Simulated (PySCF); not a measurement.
Correlation energy of Yb⁵⁵⁺ (ytterbium, charge +55)

[Ne] 3s2 3p3, high-spin 4S determinant. All numbers are calculated (PySCF 2.14, the spin-free X2C one-electron Hamiltonian (Gaussian nucleus), in an even-tempered Gaussian basis (17 s from 14 bohr⁻², ratio 2.5; 12 p from 18 bohr⁻², ratio 2.5; 4 d from 72 bohr⁻², ratio 2.7; 4 f from 110 bohr⁻², ratio 2.7)). Frozen: 1s2; 13 electrons correlated; the 20 highest virtual orbitals of each spin left out.

```
  level  correlation energy (mhartree)
   CCSD                        -555.71
    (T)                          -0.50
CCSD(T)                        -556.21
```

Diagnostics: T1 = 0.00014, D1 = 0.0004, largest double amplitude 0.016.

Spin-orbit coupling is strong in this species (close to jj coupling), so the high-spin LS determinant is a model state, not a physical level.

Cost of the coupled-cluster step: roughly 16 core-seconds, for 13 correlated electrons.

Iterations:

```
CC2 = 0
CCSD nocc = (np.int64(8), np.int64(5)), nmo = (80, 80)
frozen orbitals [[0, 81, 82, 83, 84, 85, 86, 87, 88, 89, 90, 91, 92, 93, 94, 95, 96, 97, 98, 99, 100], [0, 81, 82, 83, 84, 85, 86, 87, 88, 89, 90, 91, 92, 93, 94, 95, 96, 97, 98, 99, 100]]
max_cycle = 100
direct = 0
conv_tol = 1e-08
conv_tol_normt = 1e-06
diis_space = 8
diis_start_cycle = 0
Init t2, MP2 energy = -0.544696132343851
Init E_corr(UCCSD) = -0.544696132343851
cycle = 1  E_corr(UCCSD) = -0.554098774984839  dE = -0.00940264264  norm(t1,t2) = 0.00510607
cycle = 2  E_corr(UCCSD) = -0.555478102260968  dE = -0.00137932728  norm(t1,t2) = 0.00079316
cycle = 3  E_corr(UCCSD) = -0.555715114078528  dE = -0.000237011818  norm(t1,t2) = 0.000128897
cycle = 4  E_corr(UCCSD) = -0.555713889444388  dE = 1.22463414e-06  norm(t1,t2) = 3.11752e-06
cycle = 5  E_corr(UCCSD) = -0.555713885633806  dE = 3.81058218e-09  norm(t1,t2) = 1.94953e-08
UCCSD converged
E(UCCSD) = -10849.28706826574  E_corr = -0.5557138856338063
UCCSD(T) correction = -0.000504861456718977
```

At this charge the one-electron X2C treatment keeps the bare 1/r₁₂, with no two-electron picture change or Breit term. The effect here is smaller than on the frozen 1s shell; and a scalar Hamiltonian misses the large spin-orbit splitting of the p shells, which matters for ns² → np² pairs.

Spin-orbit coupling is strong in this species, so the high-spin LS determinant is a model state.
